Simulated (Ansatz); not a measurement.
The first iterations of a band of AlFH$_{4}$OSi$_{2}$ (9 atoms, charge 0, multiplicity 1).

Method: RKS B3LYP/def2-SVP in Ansatz 0.2.0.

```json
{
 "movable images": "5",
 "climbing image": "yes",
 "spring": "5.0 eV/Å²",
 "optimiser": "quadratic models (default)",
 "start path": "IDPP",
 "force threshold": "0.03 eV/Å",
 "iteration limit": "60",
 "end points": "relaxed"
}
```

First end point:

```xyz
9
Properties=species:S:1:pos:R:3
O -0.713 0.667 1.973
Si 0.284 0.690 0.634
F 1.069 2.125 0.624
Al 0.828 -1.633 0.079
Si -0.489 -0.221 -1.400
H -1.378 1.365 2.057
H 1.359 -3.073 0.500
H -1.648 -0.143 -2.351
H 0.776 0.177 -2.134
```

Last end point:

```xyz
9
Properties=species:S:1:pos:R:3
O -1.291 1.630 1.162
Si 0.005 0.674 0.752
F 1.230 1.354 1.595
Al 0.580 -1.706 0.412
Si 0.546 -0.104 -1.403
H -2.148 1.388 0.789
H 1.047 -3.127 0.964
H -0.923 -0.499 -1.537
H 1.043 0.345 -2.749
```

| iteration | highest image above the first end (eV) | largest band force component (eV/Å) |
| --- | --- | --- |
| 1 | 0.361 | 1.493 |
| 2 | 0.298 | 1.118 |
| 3 | 0.164 | 0.576 |
| 4 | 0.150 | 0.443 |
| 5 | 0.141 | 0.315 |
| 6 | 0.132 | 0.244 |
| 7 | 0.115 | 0.240 |
| 8 | 0.092 | 0.199 |
| 9 | 0.066 | 0.264 |
| 10 | 0.066 | 0.746 |
| 11 | 0.054 | 0.296 |
| 12 | 0.055 | 0.700 |

Question: Does the band converge within its limit, and where does its top end?

Answer: It converged. It ended after 37 iterations with the highest image 0.051 eV above the first end. The profile has 2 maxima (images 3, 5) with wells between them (image 4): this band takes more than one step, which may be the mechanism or a detour left from its start path. A vibrational analysis at the climbing image gives one clearly imaginary mode, 100i cm⁻¹: a first-order saddle point.

Run time: 5.1 min on 2 threads of Intel(R) Xeon(R) Platinum 8488C (Sapphire Rapids), on a shared host, peak memory 0.24 GiB.
